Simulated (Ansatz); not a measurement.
Cartesian coordinates in Å:
```
N -0.416 -2.156 -0.972
C -0.176 -1.401 -0.132
C 0.112 -0.332 0.788
Al 0.033 1.180 -0.503
H 1.097 -0.469 1.239
H -0.650 -0.280 1.567
H -1.365 1.877 -0.738
H 1.365 1.582 -1.250
```

Total charge 0; spin multiplicity 1.

(1) List the CAM-B3LYP/def2-TZVPP orbital energies in eV (the Gaussian-basis code of Ansatz). (Best estimate.)

Results:

(1) Computed: Occupied: -1527.04, -391.53, -280.12, -279.66, -115.08, -75.84, -75.61, -75.59, -27.09, -23.04, -15.82, -14.63, -14.15, -12.10, -11.81, -10.91, -10.43, -9.66. Lowest empty: -0.89, 0.96, 1.70, 1.81, 2.23, 2.78, 3.20, 3.82.
